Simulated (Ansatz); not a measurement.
Coupled-cluster diagnostics for the cluster Ga₂H₃ (the lowest doublet isomer of a short search), Ansatz.

Geometry of the doublet (r2SCAN-D4/def2-TZVP):

Cartesian coordinates in Å:
```
Ga -0.6113 1.2663 -0.1398
Ga 0.3690 -0.8760 0.0432
H -0.8599 2.7885 0.1467
H -0.3459 -1.9127 0.9630
H 1.4481 -1.2661 -1.0131
```

Correlated methods freeze 18 core orbitals; core or outer-core shells of Ga are correlated, in sets that lack core-valence functions. The structure comes from a short search, and lower isomers may exist.

Geometry of the charge 0 quartet (r2SCAN-D4/def2-TZVP):

```xyz
5

Ga   -0.6607    0.3892    1.3957
Ga    0.4537   -0.0002   -0.7546
H    -1.4722   -0.9711    1.7168
H     0.7638   -0.9037   -1.9697
H     0.9155    1.4858   -0.3881
```

Q: Estimate the CCSD(T) correlation energy, the shares of MP2 and (T), T1 and the reference's ⟨S²⟩ for: charge 0, doublet, own geometry in def2-TZVPP; charge 0, doublet, own geometry in def2-TZVPD; charge 0, quartet, own geometry in def2-TZVPP; charge 1, singlet, vertical in def2-TZVPP; charge -1, singlet, vertical in def2-TZVPD; and the rough time on 4 threads of Arm Neoverse V2 on a shared host.

A: 
```tsv
state	basis	correlation (eV)	MP2 share (%)	(T) share (%)	T1	⟨S²⟩ (pure)	wall time	remarks
charge 0, doublet, own geometry	def2-TZVPP	-12.876	93.6	3.9	0.017	0.77 (0.75)	32 s	–
charge 0, doublet, own geometry	def2-TZVPD	-12.733	93.3	3.9	0.017	0.77 (0.75)	30 s	–
charge 0, quartet, own geometry	def2-TZVPP	-12.482	93.2	4.1	0.019	3.77 (3.75)	32 s	–
charge 1, singlet, vertical	def2-TZVPP	-12.346	94.0	3.6	0.014	0.00 (0.00)	7 s	–
charge -1, singlet, vertical	def2-TZVPD	-13.861	92.9	4.5	0.018	0.00 (0.00)	9 s	restricted SCF unstable
```
Customary marks for T1 are 0.02 (closed shells), 0.045 (open shells) and about 0.05 (3d metals). T1 stays under 0.02 throughout.
